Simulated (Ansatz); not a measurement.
`[OH][GeH2][NH]CF`, charge 0, multiplicity 1.

Q: Give a relaxed structure at PBE0-D4/def2-TZVP (the Gaussian-basis code of Ansatz). (Estimate.)

A: Ansatz gave: 
Z-matrix (Å, degrees):
```
Ge
N 1 1.845
O 1 1.777 2 111.6
H 1 1.529 2 109.4 3 115.6
H 1 1.538 2 104.9 3 -120.4
C 2 1.400 1 118.5 3 75.0
H 2 1.010 1 115.4 3 -63.6
H 3 0.962 1 110.9 2 -46.8
F 6 1.416 2 112.7 1 -62.8
H 6 1.092 2 111.7 1 178.3
H 6 1.093 2 110.8 1 54.8
```
This is one stationary point; other conformers may exist.
